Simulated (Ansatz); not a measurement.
Reaction (formal exchange of groups at the In–O bond): `[CH3][In]([CH3])[OH]` + CH₄ → `[CH3][In]([CH3])[CH3]` + H₂O

Program: Ansatz. Geometries: PBE0-D4/def2-TZVP. ΔE: electronic, gas phase. CCSD(T)/CBS adds triple-zeta CCSD(T) − MP2 to the extrapolated MP2 energy (def2 sets, frozen cores). This one scheme is used for every species. DFT in def2-TZVPP. HSE06 is defined as in plane-wave codes. Elements past krypton have def2 core potentials. For In outer-core shells are correlated without core-valence functions, which leaves a few kJ/mol of doubt a bond. Each species was taken in one conformer, which may not be the lowest.

`[CH3][In]([CH3])[OH]`:

Z-matrix (Å, degrees):
```
C
In 1 2.148
H 1 1.090 2 110.1
H 1 1.090 2 111.1 3 -121.2
H 1 1.092 2 109.5 3 119.3
C 2 2.138 1 136.7 3 155.7
O 2 2.007 1 114.2 3 -24.8
H 6 1.091 2 110.8 1 -55.7
H 6 1.090 2 108.7 1 -176.0
H 6 1.091 2 110.5 1 64.2
H 7 0.959 2 114.0 1 0.0
```

CH₄:

```xyz
5

C     0.000    0.000    0.000
H     0.905    0.190   -0.576
H    -0.787   -0.352   -0.666
H    -0.321    0.921    0.486
H     0.203   -0.758    0.756
```

`[CH3][In]([CH3])[CH3]`:

```xyz
13

C    -1.744    0.952    0.861
In    0.003   -0.001    0.010
C    -0.083   -2.079   -0.587
C     1.830    1.125   -0.262
H    -2.376    0.230    1.380
H    -2.337    1.400    0.059
H    -1.464    1.747    1.553
H     0.596   -2.282   -1.417
H    -1.095   -2.370   -0.873
H     0.221   -2.708    0.254
H     1.919    1.923    0.477
H     1.825    1.586   -1.254
H     2.706    0.478   -0.200
```

H₂O:

```xyz
3

O     0.076   -0.299   -0.237
H     0.313   -0.213    0.689
H    -0.389    0.513   -0.451
```

```csv
level,ΔE (kcal/mol),difference from CCSD(T)/CBS
r2SCAN-D4,19.7,1.7
PBE0-D4,16.9,-1.1
r2SCANh-D4,19.0,1.0
HSE06-D4,16.9,-1.1
BHLYP-D4,18.5,0.5
ωB97X-V,18.6,0.6
ωB97M-V,17.7,-0.3
revPBE,19.1,1.1
r2SCAN,19.9,1.9
HF/def2-SVP,19.1,1.1
MP2/def2-SVP,20.4,2.4
CCSD/def2-SVP,19.6,1.6
HF/def2-TZVPP,19.1,1.1
MP2/def2-QZVPP,17.7,-0.3
SCS-MP2/def2-QZVPP,18.6,0.6
HF/CBS(def2),19.3,1.3
CCSD(T)/CBS,18.0,0
```

Largest T1 diagnostic among the species: 0.014.

Leaving LDA and LC-ωPBE aside and taking each functional with its dispersion term where it has one, the values, not all of them listed here, spread over 3.9 kcal/mol, from HSE06-D4 to B97M-V. LDA lies −1.4 kcal/mol from PBE without D4. From PBE to PBE0 (25 % exact exchange), in def2-TZVPP and without D4, ΔE moves by −1.6 kcal/mol.
